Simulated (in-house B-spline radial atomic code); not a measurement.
The numbers below are computed, except where a source is named.
Two electrons in Ge: a Gaussian well −V exp(−r²/w²) with V = 187 meV and w = 8.13 nm

For Ge the NSM archive of the Ioffe Institute lists m_l = 1.6 m0, m_t = 0.08 m0 and ε = 16.2; the model takes one isotropic valley with the conductivity mass 3/(1/m_l + 2/m_t) = 0.117 m0, and so misses anisotropy and the other valleys. All triplets below are those of one valley; with several valleys two electrons can form a triplet in the 1s orbital itself, at an energy set by the valley splitting.

Effective-mass model with parabolic bands, a uniform dielectric constant, no image charges, no central-cell or spin-orbit terms. Two-electron levels come from full CI in B-splines with partial waves to l = 5 (up to 0.001 effective hartree above the limit).

(1) What are the effective units, and what is the potential in them?

In these units the lowest s and p orbitals lie at -8.6901 and -4.8163, and their Coulomb and exchange integrals are J_ss = 1.5931, J_sp = 1.2610 and K_sp = 0.2382. Full CI gives -15.8646 for the ground singlet, -12.5039 for the sp triplet, -12.0875 for the sp singlet and -9.9964 for the lowest triplet of two s orbitals.

(2) What does it cost to add the second electron, to first order and exactly?

(3) How far above the singlet do the triplets lie?

Answers

(1) Ha* = 27211.386 meV × 0.117/16.2² = 12.13 meV and a* = 0.0529177 nm × 16.2/0.117 = 7.327 nm. V = 15.4 Ha* and w = 1.11 a*.

(2) To first order E = 2ε_s + J_ss = -15.7870, so the charging energy E(2) − 2E(1) is J_ss = 19.33 meV. CI gives -15.8646 − 2 × (-8.6901) = 1.5156, or 18.39 meV: relaxation and correlation lower it by 0.9405 meV, 4.9 % of J_ss. The s² configuration of one-electron orbitals holds 99.2 % of the state, and the mean radius is 4.34 nm. The second electron is bound by ε_s − E = 87.04 meV, against 105.4 meV for the first.

(3) To first order the sp triplet lies at ε_s + ε_p + J_sp − K_sp = -12.4835, which is 40.08 meV above 2ε_s + J_ss. CI gives -12.5039 − (-15.8646) = 3.3607, or 40.77 meV, 87 % of the orbital spacing of 46.99 meV. The ss triplet lies 71.19 meV up, so the lower of the two is the sp one, and its gap equals k_BT at 473 K. The sp singlet-triplet splitting is 5.05 meV, against 2K_sp = 5.78 meV.
